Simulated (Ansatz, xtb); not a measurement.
## Relative energy of two isomers of C3H3FO3S

We compare X, `O=C1OC[C@@](F)(S)O1`, a singlet, with Y, `O=C1O[C@@H](F)[C@@H](S)O1`, a singlet. Both are isolated molecules in the gas phase, relaxed with PBE-D3(BJ)/def2-SVP; the shapes shown needn't be the lowest conformers.

X (Å):

```xyz
11

C    -1.7793   -2.5986    0.2337
C    -0.3718   -0.8391    0.6182
C    -0.9444   -0.7370   -0.8086
F    -1.8816    0.2681   -0.8826
O    -2.4142   -3.5959    0.3957
O    -1.0935   -1.9212    1.1972
O    -1.6209   -1.9554   -0.9861
S     0.3695   -0.4704   -2.0418
H     0.7149   -1.0651    0.6203
H    -0.5666    0.0950    1.1785
H    -0.5083   -0.3024   -3.0698
```

Y (Å):

```xyz
11

C     0.1527    0.3964    0.1591
C    -0.5016   -0.8053    1.9831
C     0.6115   -1.5742    1.2342
F    -1.7407   -1.3604    1.7512
O     0.1741    1.2906   -0.6305
O    -0.4550    0.4676    1.4092
O     0.7254   -0.8293    0.0044
S     0.3450   -3.3374    0.9981
H    -0.3534   -0.7362    3.0789
H     1.5715   -1.4865    1.7865
H    -0.9658   -3.2039    0.6494
```

Quicker runs give these differences E(Y) − E(X): GFN2-xTB +12.70 kJ/mol; HF/STO-3G +11.15 kJ/mol (at GFN2-xTB geometries); r2SCAN-D4/def2-SVP −0.14 kJ/mol (at GFN2-xTB geometries).

Which of the two would you expect CCSD(T)/def2-SVP + ΔMP2/def2-TZVPP electronic energies to favour?

CCSD(T)/def2-SVP + ΔMP2/def2-TZVPP gives E(Y) − E(X) = −4.30 kJ/mol, favouring structure Y, but this leans on the basis-set step: CCSD(T) alone gives −3.70 kJ/mol.

How the difference moves with the method:

```tsv
level	geometry	E(Y) − E(X) (kJ/mol)	departure from the last row (kJ/mol)	job, with rough time for the two
GFN2-xTB	GFN2-xTB	+12.70	+16.99	optimisation, 1.1 s
HF/STO-3G	GFN2-xTB	+11.15	+15.45	single point, 1.7 s
r2SCAN-D4/def2-SVP	GFN2-xTB	−0.14	+4.16	single point, 13 s
PBE-D3(BJ)/def2-SVP	PBE-D3(BJ)/def2-SVP	−3.49	+0.81	optimisation, 2 min
HF/def2-SVP	PBE-D3(BJ)/def2-SVP	−3.37	+0.93	part of the CCSD(T) run
MP2/def2-SVP	PBE-D3(BJ)/def2-SVP	−4.05	+0.25	part of the CCSD(T) run
CCSD(T)/def2-SVP	PBE-D3(BJ)/def2-SVP	−3.70	+0.60	single point
CCSD(T)/def2-SVP + ΔMP2/def2-TZVPP	PBE-D3(BJ)/def2-SVP	−4.30		single point, 4.7 min
```

As drawn, both hold the same kinds of bond in the same numbers.

GFN2-xTB, HF/STO-3G put the two in the other order. r2SCAN-D4/def2-SVP finds them nearly level. The largest departure from CCSD(T)/def2-SVP + ΔMP2/def2-TZVPP is that of GFN2-xTB, 16.99 kJ/mol. The last row adds to CCSD(T) the change of the MP2 difference between the two basis sets, here −0.60 kJ/mol.

With thermal terms from frequencies at re-optimised GFN2-xTB minima (ideal gas, soft modes damped towards free rotors, one conformer each, 298.15 K, 1 atm): on the last row, ΔE + ΔZPE = −2.89, ΔH = −3.37, ΔG = −2.87 kJ/mol.

The correlated steps freeze 12 core orbitals. Programs: Ansatz 0.2.0, xtb 6.7.1; the last row on 2 threads of AMD EPYC (Zen 3) on a shared host.
